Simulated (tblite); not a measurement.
C5H9NO2 (charge +1 and doublet state).
SMILES with atom numbers: `[CH3:1][NH:2][C:3](=[O+:4])[C@@H:5]([CH3:6])[CH:7]=[O:8]` (hydrogens: H9, H10, H11 on C1; H12 on N2; H13 on C5; H14, H15, H16 on C6; H17 on C7)

Cartesian coordinates in Å at the GFN2-xTB level; atoms count from 1:
```xyz
17
C5H9NO2 angstrom
C      2.5573   -0.2044   -0.4112
N      1.1342   -0.3296   -0.5318
C      0.3806   -0.5889    0.5319
O      0.7447   -1.0019    1.6029
C     -1.1598   -0.3078    0.4201
C     -1.4241    1.1360    0.8401
C     -1.6939   -0.4972   -0.9794
O     -1.1267   -0.2814   -1.9991
H      2.8765   -0.7331    0.4906
H      3.0279   -0.6139   -1.3062
H      2.8744    0.8402   -0.3184
H      0.7000   -0.0759   -1.4202
H     -1.6513   -0.9851    1.1250
H     -0.9894    1.8500    0.1436
H     -1.0082    1.3017    1.8347
H     -2.4950    1.3224    0.9189
H     -2.7543   -0.8188   -0.9515
```

Method: GFN2-xTB as coded in tblite; computed harmonic values from a numerical Hessian at the method's own geometry, unscaled. Errors from tens to a few hundred cm⁻¹ against measured bands are possible. One conformer, not necessarily the lowest. Open shells enter through the occupations alone, without spin polarisation, and single modes of such species can be off by tens of per cent.

Harmonic wavenumbers (cm⁻¹): 52.0, 114.9, 128.3, 148.7, 187.3, 221.8, 247.1, 264.7, 305.0, 357.8, 535.1, 647.3, 650.9, 703.7, 780.7, 862.4, 868.9, 987.6, 996.6, 1032.0, 1050.4, 1066.8, 1116.0, 1127.3, 1208.9, 1227.7, 1240.1, 1284.6, 1376.2, 1379.5, 1385.1, 1418.2, 1422.3, 1443.5, 1686.4, 1807.4, 2745.0, 2938.0, 2965.5, 2984.0, 3003.1, 3009.0, 3022.8, 3048.5, 3236.6.

A = 2791, B = 1686, C = 1268 MHz; mass 115.063 u (most abundant isotopes); point group C1, symmetry number 1; spin multiplicity 2.

**Question.** Zero-point energy?

**Answer.** ½Σν̃ = 29143 cm⁻¹ = 83.32 kcal/mol.

**Question.** What is S at 500 K and 1 bar for an ideal gas of classical rigid rotors and harmonic oscillators?

**Answer.** Translation 42.73, rotation 29.92, vibration 44.77, spin (R ln 2) 1.38: S = 118.8 cal/(mol K).

**Question.** And Cp and H(500 K) − H(0)?

**Answer.** Cp = 51.29 cal/(mol K), of which vibrations give 43.34 (their classical limit is 45 R = 89.4); H(500 K) − H(0) = 15.46 kcal/mol without the zero-point energy, 11.48 from vibrations.

**Question.** Which modes carry the vibrational entropy at 500 K?

**Answer.** 52.0 cm⁻¹: 5.76; 114.9 cm⁻¹: 4.20; 128.3 cm⁻¹: 3.98; 148.7 cm⁻¹: 3.69; 187.3 cm⁻¹: 3.24; 221.8 cm⁻¹: 2.91 cal/(mol K); the other 39 give 20.99 together.

**Question.** Blend soft modes into free rotors: weight 1/[1 + (100 cm⁻¹/ν̃)⁴] for the oscillator and the rest for a rotor with moment μB/(μ + B), μ = h/(8π²ν), B = 10⁻⁴⁴ kg m². What vibrational entropy results?

**Answer.** 42.38 cal/(mol K) in place of 44.77, which changes −T·S at 500 K by +1.19 kcal/mol.

**Question.** What must be added to the electronic energy to get the Gibbs energy at 500 K and 1 bar?

**Answer.** ZPE + [H(500 K) − H(0)] − T·S = 83.32 + 15.46 − 59.40 = 39.38 kcal/mol.

Hindered rotation and anharmonicity are outside this model. Other conformers, if any are populated, would add a mixing term that is left out. The structure is chiral; the term R ln 2 for an equal mix with its mirror image is left out.

Time: 0.43 s wall. Hardware: one thread of an Arm Neoverse V2, shared host with 96 logical CPUs at a one-minute load of 35. The figure is for the frequency step alone.
